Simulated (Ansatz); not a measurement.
ClH2Si (SMILES [SiH2]Cl) moved off its minimum; all values from Ansatz (an electronic-structure program), cores frozen in correlated methods. Open shells are unrestricted.
(charge 0, multiplicity 2)
```xyz
4

Si    -0.90801     0.01687     0.35980
Cl     1.02409    -0.04357    -0.26972
H     -1.61602     1.20108    -0.23216
H     -1.63401    -1.16397    -0.21175
```

Task: Give the forces (eV/Å), the total energy and the dipole at CCSD(T)/cc-pV(T+d)Z.

Result: 
```json
[
 {"atom": "Si1", "Fx": "-1.040", "Fy": "-0.028", "Fz": "-0.431"},
 {"atom": "Cl2", "Fx": "0.517", "Fy": "0.030", "Fz": "-0.121"},
 {"atom": "H3", "Fx": "0.299", "Fy": "-0.050", "Fz": "0.265"},
 {"atom": "H4", "Fx": "0.224", "Fy": "0.048", "Fz": "0.287"}
]
```
Energy -749.9793 hartree, dipole 0.90 D.
